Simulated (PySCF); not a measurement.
Orbital picture of NaSe⁻

LC-ωPBE at R = 2.544 Å; Na def2-SVPD, Se def2-SVPD; no relativity (PySCF 2.14). State: ¹Σ⁺ (singlet), closed shell. Only the outer orbitals are listed, counted within each symmetry.

| orbital | occ. | ε (eV) | on Na (%) | main shells (%) |
| --- | --- | --- | --- | --- |
| 4π | 2 | -29.76 | 100 | 100 Na p |
| 4π | 2 | -29.76 | 100 | 100 Na p |
| 9σ | 2 | -29.73 | 99 | 99 Na p |
| 10σ | 2 | -13.17 | 1 | 99 Se s |
| 11σ | 2 | -2.22 | 17 | 82 Se p, 17 Na s |
| 5π | 2 | -1.78 | 6 | 94 Se p |
| 5π | 2 | -1.78 | 6 | 94 Se p |
| 12σ | 0 | 2.66 | 99 | 52 Na p, 47 Na s |

Question: Which are the highest filled and the lowest empty level, where do they sit, and how wide is the gap?

Answer: Highest filled 5π at -1.78 eV (in %: 94 Se p); lowest empty 12σ at 2.66 eV (in %: 52 Na p, 47 Na s); the gap at LC-ωPBE is 4.44 eV. An empty level above zero is unbound, and its energy depends on the basis.

The bond order (Mayer) is 1.01, the ⟨S²⟩ is 0.000 and the charge on Na (Mulliken, basis-dependent) is 0.43. The charge on Na (Löwdin, basis-dependent) is 0.08 and the dipole moment (positive dipole points towards Se; it is taken about the centre of mass and depends on that origin) is -7.72 D.
